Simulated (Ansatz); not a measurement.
`ClC1C[SiH2]1` and `[AlH2][C]1(Cl)C[SiH2]1` differ in one atom or group.

Ansatz, PBE0-D4/def2-TZVP geometries, multiplicity 1. 

| property | `ClC1C[SiH2]1` |
| --- | --- |
| size of the dipole moment (B3LYP/def2-TZVPP) / D | 1.99 |
| size of the dipole moment (PBE/def2-TZVPP) / D | 1.83 |
| LUMO energy (PBE/def2-TZVPP) / eV | -1.10 |
| HOMO energy (B3LYP/def2-TZVPP) / eV | -6.79 |
| LUMO energy (ωB97M-V/def2-TZVPP) / eV | 1.48 |
| HOMO–LUMO gap (PBE0/def2-TZVPP) / eV | 6.77 |

Give the same properties after the change, and the shifts. (An estimate is asked.)

Ansatz gave: 
| property | `[AlH2][C]1(Cl)C[SiH2]1` | shift |
| --- | --- | --- |
| size of the dipole moment (B3LYP/def2-TZVPP) / D | 2.07 | 0.08 |
| size of the dipole moment (PBE/def2-TZVPP) / D | 1.94 | 0.11 |
| LUMO energy (PBE/def2-TZVPP) / eV | -1.80 | -0.70 |
| HOMO energy (B3LYP/def2-TZVPP) / eV | -6.75 | 0.04 |
| LUMO energy (ωB97M-V/def2-TZVPP) / eV | 0.82 | -0.66 |
| HOMO–LUMO gap (PBE0/def2-TZVPP) / eV | 6.10 | -0.67 |

Dipoles are sizes alone; their direction can turn.

B3LYP here is the variant with VWN-RPA as its local correlation; programs differ in this.
